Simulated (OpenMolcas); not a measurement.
Pd2+ (d8) on a cation site of an ionic host was computed by CASSCF with the d shell active (OpenMolcas, ANO-RCC-VTZP on the metal). Its lowest spin-free states, and all those of the highest spin:

```tsv
2S+1	Degeneracy	E (cm-1)
3	3	0.0
3	3	5376
3	1	11642
1	3	13110
1	2	13743
3	3	18145
1	3	21279
1	1	23367
1	3	23489
1	2	27014
1	1	50690
```

Problem. Is the site octahedral, tetrahedral or cube-like, axial, or of lower symmetry?

Solution. The states with 2S+1 = 3 have orbital degeneracies 3, 3, 1, 3. Threefold states need a cubic site. For d8 at this spin an octahedron puts the single A2 below the threefold T2 and a tetrahedron or cube puts the threefold T1 below the threefold T2, so the site is a tetrahedron or a cube, which this pattern cannot tell apart. The run had Pd2+ with its 8 nearest fluoride ions at 2.323 Å, on the Ca site of CaF2 (a = 5.46294 Å, distance in the model lattice 2.366 Å). The rest of the host is ab initio model potentials to 7.6 Å and point charges beyond; the distance is set by hand and nothing relaxes. Ligand basis ANO-RCC-VDZP.

An orbital triplet at a regular site is open to Jahn-Teller coupling, which can distort the site and quench the lowest spin-orbit gaps and is left out. Without dynamic correlation the repulsion within the d shell is too large (B by tens of per cent), so at a given field states of lower spin stand too high. Real 4d8 and 5d8 ions are as a rule square planar and diamagnetic. With metal d orbitals alone the field can be off either way by tens of per cent. Ligand-to-metal charge-transfer states are missing. With no ligand orbital active B as a rule stays too high, so bands that hang on it stand too high and its fall with covalency is understated. No measured value stands beside these numbers; the geometry was set by hand and not optimised.
